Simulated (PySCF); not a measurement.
Species: C3H5BrOSi.
SMILES: `BrCC1=C[SiH2]O1`

Jobs on this species (11 atoms, 80 electrons) with PySCF (density fitting). Hardware of each: one thread, Arm Neoverse V2 (aarch64), no GPU, shared host. Other jobs ran on the host; a repeat could differ by tens of per cent or more. Peak memory is the resident size of the whole Python process, interpreter and libraries included.

| level and settings | work | basis functions | SCF cycles | wall time | peak memory |
| --- | --- | --- | --- | --- | --- |
| delta-SCF UKS PBE, pcX-2 on the ionised atom, pcseg-1 elsewhere, spin-free X2C | ΔSCF core ionisation, 6 holes | 168 | ? | ? | ? |
| delta-SCF UKS SCAN, pcX-1 on the ionised atom, pcseg-1 elsewhere, spin-free X2C | ΔSCF core ionisation, 6 holes | 148 | 106 | 33 s | 0.57 GiB |
| delta-SCF UKS SCAN, pcX-2 on the ionised atom, pcseg-1 elsewhere, non-relativistic | ΔSCF core ionisation, 6 holes | 168 | 105 | 36 s | 0.57 GiB |
| delta-SCF UKS PBE0, pcX-2 on the ionised atom, pcseg-1 elsewhere, spin-free X2C | ΔSCF core ionisation, 6 holes | 168 | 93 | 63 s | 0.75 GiB |
| delta-SCF UKS SCAN, pcX-2 on the ionised atom, pcseg-1 elsewhere, spin-free X2C | ΔSCF core ionisation, 6 holes | 168 | 107 | 40 s | 0.56 GiB |
| delta-SCF UKS SCAN, def2-TZVP on the ionised atom, pcseg-1 elsewhere, spin-free X2C | ΔSCF core ionisation, 6 holes | 145 | 105 | 36 s | 0.57 GiB |
| delta-SCF UKS HF, pcX-2 on the ionised atom, pcseg-1 elsewhere, spin-free X2C | ΔSCF core ionisation, 6 holes | 168 | 194 | 84 s | 0.63 GiB |
| delta-SCF UKS B3LYP, pcX-2 on the ionised atom, pcseg-1 elsewhere, spin-free X2C | ΔSCF core ionisation, 6 holes | 168 | 94 | 63 s | 0.72 GiB |
| PBE0-D3(BJ)/def2-SVP, grid level 1 | geometry optimisation from a GFN2-xTB start shaken at random | 131 | 64 | 70 s | 0.51 GiB |

Task: Fill in the missing figures.

Result: 
- delta-SCF UKS PBE, pcX-2 on the ionised atom, pcseg-1 elsewhere, spin-free X2C; ΔSCF core ionisation, 6 holes: 26 s, 0.61 GiB, 106 SCF cycles

Task: What do all jobs in the table cost together?

Result: About 7.5 min; the longest takes about 19 % of that, and about 3.2 times as long as the shortest.
